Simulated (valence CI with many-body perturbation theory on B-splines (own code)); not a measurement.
**Pm⁴⁺: E2, M1 decay**

Computed by configuration interaction combined with many-body perturbation theory (CI+MBPT): three valence electrons over a frozen Dirac-Fock core [Xe], a basis of 8 s, 8 p, 9 d, 9 f, 6 g, 3 h, 2 i functions for each j, with the one-electron correlation potential Σ1, the two-electron term Σ2, the three-electron term Σ3, Breit, model QED; the open f shell's mean field enters the energy denominators; selected CI, second order for the rest, scaled by the run's own slope (own B-spline code, finite nucleus).

Against measured spectra of neutral and singly charged lanthanides and actinides this method errs by a few hundred cm⁻¹ within a configuration and by up to about 5,000 between configurations. No measured spectrum was set against this ion. As an estimate, terms of the open shell hold to a few per cent of their energy, and close levels can change places. Core correlation moves these levels by up to 3300 cm⁻¹, and in measured spectra 5 to 20 % of such shifts remained as error; rates that hang on mixing are uncertain with them. The list stops below the first excitations out of the core.

Lines 51 to 100 of 118 in falling wavelength, among levels below 129740 cm⁻¹, chosen from the decays that carry over 1 % of a level's rate. Wavelengths and rates use the calculated energies, so an error of 2000 cm⁻¹ moves a line at 9220 Å by 18 % and its rate by three times that or more. Electric multipoles are in the length gauge, E1 and E2 with the static RPA response of the core. Weak lines are less certain than strong ones. Lines between different terms over intervals too small for the method are left out, as are lines whose strength nearly cancels. Branching is blank where the lifetime is uncertain.

Names give the largest LS component (configuration and term), which can be under half, so a name can repeat, a term be missing and a line seem to break the LS rules; names also repeat where a configuration has a term twice. Letters in brackets count levels of one name in rising energy.

| λ vac (Å) | Upper | Lower | Type | A (s⁻¹) | Branch % |
| --- | --- | --- | --- | --- | --- |
| 9220 | 4f3 2G°_9/2 [a] | 4f3 2H°_9/2 [a] | M1 | 7.35e-02 |  |
| 9023 | 4f3 2I°_13/2 | 4f3 2K°_15/2 | M1 | 1.99e-01 | 9.4 |
| 9020 | 4f3 2I°_11/2 | 4f3 4G°_9/2 | M1 | 1.47e-01 | 7.9 |
| 8984 | 4f3 4D°_5/2 | 4f3 4G°_7/2 | M1 | 2.76e-02 | 2.1 |
| 8704 | 4f3 4G°_11/2 | 4f3 2H°_9/2 [a] | M1 | 1.46e-02 | 1.1 |
| 8539 | 4f3 2P°_1/2 | 4f3 4S°_3/2 | M1 | 1.67e+00 | 79.1 |
| 8481 | 4f3 2I°_11/2 | 4f3 2K°_13/2 | M1 | 2.34e-01 | 12.7 |
| 8389 | 4f3 2D°_3/2 [a] | 4f3 4F°_3/2 | M1 | 1.49e+00 | 26.7 |
| 8054 | 4f3 2D°_5/2 [a] | 4f3 4S°_3/2 | M1 | 1.15e-01 | 3.2 |
| 8005 | 4f3 2H°_9/2 [a] | 4f3 4I°_11/2 | M1 | 1.45e+00 | 36.4 |
| 7921 | 4f3 2L°_15/2 | 4f3 2K°_13/2 | M1 | 1.45e+00 | 46.5 |
| 7920 | 4f3 2D°_5/2 [a] | 4f3 4F°_7/2 | M1 | 2.61e+00 | 71.6 |
| 7484 | 4f3 4D°_3/2 | 4f3 4G°_5/2 | M1 | 2.59e-02 | 4.7 |
| 7473 | 4f3 4D°_7/2 | 4f3 4G°_9/2 | M1 | 2.76e-02 | 4.5 |
| 7399 | 4f3 4D°_5/2 | 4f3 4G°_5/2 | M1 | 1.95e-01 | 14.9 |
| 7395 | 4f3 4D°_5/2 | 4f3 2G°_7/2 [a] | M1 | 4.28e-02 | 3.3 |
| 7319 | 4f3 2I°_13/2 | 4f3 2K°_13/2 | M1 | 8.04e-01 | 38.0 |
| 7218 | 4f3 2D°_5/2 [a] | 4f3 4F°_5/2 | M1 | 4.41e-01 | 12.1 |
| 7135 | 4f3 4D°_7/2 | 4f3 4G°_7/2 | M1 | 4.68e-02 | 7.6 |
| 7018 | 4f3 2H°_11/2 [a] | 4f3 4I°_13/2 | M1 | 1.96e+00 | 54.0 |
| 6873 | 4f3 2P°_1/2 | 4f3 4F°_3/2 | M1 | 2.91e-01 | 13.8 |
| 6677 | 4f3 2H°_9/2 [a] | 4f3 4I°_9/2 | M1 | 2.54e+00 | 63.5 |
| 6556 | 4f3 2D°_5/2 [a] | 4f3 4F°_3/2 | M1 | 1.78e-01 | 4.9 |
| 6445 | 4f3 4F°_9/2 | 4f3 4I°_11/2 | M1 | 5.53e-01 | 34.3 |
| 6425 | 4f3 2P°_3/2 | 4f3 4S°_3/2 | M1 | 1.53e+00 | 22.8 |
| 6398 | 4f3 2I°_11/2 | 4f3 2H°_11/2 [a] | M1 | 5.49e-01 | 29.7 |
| 6117 | 4f3 4F°_7/2 | 4f3 4I°_9/2 | M1 | 1.37e-02 | 13.6 |
| 5935 | 4f3 2H°_11/2 [a] | 4f3 4I°_11/2 | M1 | 9.15e-01 | 25.2 |
| 5882 | 4f3 2P°_3/2 | 4f3 4F°_5/2 | M1 | 1.73e+00 | 25.8 |
| 5713 | 4f3 2I°_13/2 | 4f3 2H°_11/2 [a] | M1 | 1.86e-01 | 8.8 |
| 5662 | 4f3 4D°_3/2 | 4f3 4S°_3/2 | M1 | 1.29e-01 | 23.6 |
| 5662 | 4f3 4D°_3/2 | 4f3 4S°_3/2 | E2 | 5.62e-03 | 1.0 |
| 5613 | 4f3 4D°_5/2 | 4f3 4S°_3/2 | M1 | 6.07e-02 | 4.6 |
| 5595 | 4f3 4D°_3/2 | 4f3 4F°_7/2 | E2 | 6.87e-03 | 1.3 |
| 5555 | 4f3 4F°_9/2 | 4f3 4I°_9/2 | M1 | 5.78e-01 | 35.8 |
| 5553 | 4f3 2K°_15/2 | 4f3 4I°_15/2 | M1 | 2.98e+00 | 57.0 |
| 5547 | 4f3 4D°_5/2 | 4f3 4F°_7/2 | M1 | 5.96e-02 | 4.5 |
| 5528 | 4f3 2K°_13/2 | 4f3 4I°_13/2 | M1 | 1.20e+00 | 34.5 |
| 5434 | 4f3 2P°_3/2 | 4f3 4F°_3/2 | M1 | 6.18e-01 | 9.2 |
| 5417 | 4f3 4D°_1/2 | 4f3 4S°_3/2 | M1 | 1.13e-01 | 18.8 |
| 5342 | 4f3 4G°_11/2 | 4f3 4I°_15/2 | E2 | 1.63e-02 | 1.3 |
| 5193 | 4f3 4D°_5/2 | 4f3 4F°_5/2 | M1 | 2.03e-02 | 1.6 |
| 5192 | 4f3 4D°_7/2 | 4f3 4F°_9/2 | M1 | 1.83e-02 | 3.0 |
| 5192 | 4f3 4D°_7/2 | 4f3 4F°_9/2 | E2 | 1.06e-02 | 1.7 |
| 5025 | 4f3 4D°_1/2 | 4f3 4F°_5/2 | E2 | 1.11e-02 | 1.8 |
| 5003 | 4f3 2I°_11/2 | 4f3 2H°_9/2 [a] | M1 | 1.82e-01 | 9.8 |
| 4878 | 4f3 4D°_3/2 | 4f3 4F°_3/2 | E2 | 8.18e-03 | 1.5 |
| 4842 | 4f3 4D°_5/2 | 4f3 4F°_3/2 | M1 | 1.91e-01 | 14.5 |
| 4838 | 4f3 2K°_15/2 | 4f3 4I°_13/2 | M1 | 2.04e+00 | 39.1 |
| 4834 | 4f3 2K°_13/2 | 4f3 4I°_11/2 | M1 | 2.27e+00 | 65.3 |
